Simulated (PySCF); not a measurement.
Work out the structure from these simulated measurements.

Formula: C3H6AlF.

- UV, first state: lowest singlet excitation: 5.31 eV (233 nm, f = 0.166) [TDDFT PBE0/def2-SVPD]
- 13C NMR: chemical shifts (computed TMS as zero) by class: 152.1 (1 C), 116.7 (1 C), -0.2 (1 C) ppm [GIAO HF/pcSseg-2]
- XPS: C1s 290.2, C1s 291.4, C1s 292.8, F1s 693.2, Al1s 1566.4 eV [ΔSCF SCAN, pcX-2 on the ionised atom, pcseg-1 elsewhere, spin-free X2C]
- Valence photoelectron: vertical ionisation energy: 8.93 eV [ΔSCF PBE0/def2-SVPD]
- Rotational structure: rotational constants A, B, C: 7.470, 2.462, 2.055 GHz [PBE0-D3(BJ)/def2-SVP]
- Polarisability: 68.5 au [PBE0/def2-SVPD]
- Dipole: 1.57 D [PBE0/def2-SVPD]

Gas-phase values; electronic properties from PySCF, density fitting. Levels stand in brackets. One conformer (not necessarily the lowest) at the PBE0-D3(BJ)/def2-SVP geometry, without solvent, vibrations or thermal averaging. NMR values are class means; diastereotopic atoms form classes of their own.

Question: What is the compound? Reason from the data.

Answer: Numbering: `[F:1]/[CH:2]=[CH:3]/[CH2:4][AlH2:5]`. 3 carbons fall into 3 classes; from least to most shielded: vinylic C–F carbon [C2] (152.1 ppm), alkene CH carbon [C3] (116.7 ppm), allylic carbon [C4] (-0.2 ppm). The core levels belong to: C1s 290.2 eV, allylic carbon [C4]; C1s 291.4 eV, alkene CH carbon [C3]; C1s 292.8 eV, vinylic C–F carbon [C2]; F1s 693.2 eV, vinyl fluorine [F1]; Al1s 1566.4 eV, aluminium bonded to C and 2 H [Al5]. S1 is mainly HOMO→LUMO (weight 0.89); the largest Löwdin shares of the orbital it empties are 0.30 on the allylic carbon, 0.20 on the vinylic C–F carbon, 0.15 on the alkene CH carbon and 0.14 on the aluminium bonded to C and 2 H, of the orbital it fills 0.32 on the aluminium bonded to C and 2 H, 0.25 on the vinylic C–F carbon, 0.12 on the alkene CH carbon and 0.07 on the allylic carbon. The optimised geometry has point group C1 and is an asymmetric top. Structure: `F/C=C/[CH2][AlH2]`. The assignments are read from this structure; whether some other isomer fits the data as well wasn't checked.

Shape of the structure used: `[F:1]/[CH:2]=[CH:3]/[CH2:4][AlH2:5]`: C2–C3–C4–Al5 -69°.
